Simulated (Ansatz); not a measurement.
Abridged output of a molecular run in Ansatz:

```
Functional definition: HF
1528 factors; integrals over basis functions are off by at most 1.6e-3 eV
mean field evaluation 1: about -22270.2619 eV, gradient 3.6e1 eV
mean field evaluation 2: about -22270.4840 eV, gradient 3.6e1 eV
mean field evaluation 4: about -22274.0244 eV, gradient 3.6e0 eV
mean field evaluation 8: about -22274.0923 eV, gradient 3.2e-1 eV
mean field -22274.09329160 eV, -818.5578305437 hartree, gradient 7.6e-6 eV, S^2 0.000000; 0 other end points of the search recorded, 0 dependent functions left out
13 core orbitals not correlated: weight in the atoms' cores, before any rotation towards them, 1.000 or more for the frozen orbitals, at most 0.000 for the correlated occupied ones
reference -22274.09329160 eV, -818.5578305437 hartree; 14, 14 occupied and 234, 234 virtual orbitals, 1528 factors
second order -20.84698884 eV of doubles, -0.00000000 eV of singles
cycle   1  -21.63614843 eV  change   -7.9e-1 eV  update   9.9e-2
cycle   2  -22.19767050 eV  change   -5.6e-1 eV  update   3.1e-2
cycle   3  -22.30079948 eV  change   -1.0e-1 eV  update   1.4e-2
cycle   4  -22.29527753 eV  change    5.5e-3 eV  update   3.7e-3
cycle   5  -22.29531842 eV  change   -4.1e-5 eV  update   1.7e-3
cycle   6  -22.29544725 eV  change   -1.3e-4 eV  update   4.8e-4
cycle   7  -22.29537734 eV  change    7.0e-5 eV  update   2.4e-4
cycle   8  -22.29540480 eV  change   -2.7e-5 eV  update   8.6e-5
cycle   9  -22.29540859 eV  change   -3.8e-6 eV  update   3.1e-5
perturbative correction -0.99152092 eV, -0.0364377219 hartree
Total energy: -22297.38022112 eV, -819.4136094190 hartree
```

Its atoms:

Z-matrix (Å, degrees):
```
C
Al 1 1.949
H 1 1.092 2 112.3
H 1 1.095 2 111.1 3 120.7
H 1 1.095 2 111.2 3 -120.8
C 2 1.958 1 117.1 3 179.1
H 2 1.584 1 124.2 3 -1.0
Cl 6 1.750 2 118.1 1 179.9
C 6 1.331 2 123.5 1 -0.1
H 9 1.086 6 119.4 2 -0.0
H 9 1.086 6 123.4 2 -180.0
```

Problem. Which basis set was used?
A. def2-SVP
B. def2-TZVPP
C. def2-SVPD
D. cc-pV(Q+d)Z

Solution. B. It gives 261 functions.

Problem. Write the keys of the input that set method, charge and spin (a neutral closed shell needs none for the last two).

Solution. 
```yaml
correlation: {method: ccsd_t}
```
